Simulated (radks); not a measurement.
Results of a calculation; reference values are marked as such.
Problem. The mean radii <r> (bohr) of the occupied orbitals of an atom or ion are listed with their occupations. Code: a radial shooting solver on a logarithmic mesh with Libxc functionals. Model: Dirac Kohn-Sham, PBE, spin-unpolarised, spherical densities, finite nucleus; Fermi nuclear charge, rms radius of each element as measured or else 0.836 A^(1/3) + 0.57 fm.

| orbital | occ. | <r> |
|---|---|---|
| 1s1/2 | 2 | 0.02971 |
| 2s1/2 | 2 | 0.1281 |
| 2p1/2 | 2 | 0.1085 |
| 2p3/2 | 4 | 0.1137 |
| 3s1/2 | 2 | 0.3483 |
| 3p1/2 | 2 | 0.3394 |
| 3p3/2 | 4 | 0.3505 |
| 3d3/2 | 4 | 0.3223 |
| 3d5/2 | 6 | 0.3258 |
| 4s1/2 | 2 | 0.8481 |
| 4p1/2 | 2 | 0.9010 |
| 4p3/2 | 4 | 0.9312 |
| 4d3/2 | 4 | 1.156 |
| 4d5/2 | 6 | 1.171 |
| 5s1/2 | 1 | 2.342 |

Name the element and its charge. Open shells, if any, fill j = l - 1/2 first.

Solution. Z = 49, indium, charge +2: In2+ in [Kr] 4d10 5s1. The 1s radius gives Z: for a bare nucleus <r> = (2 gamma + 1)/(2Z) with gamma = sqrt(1 - (Z/c)^2), 0.02926 bohr for Z = 49, and screening makes it slightly larger (0.02971 here). The occupations add up to 47, and the charge is Z minus that.
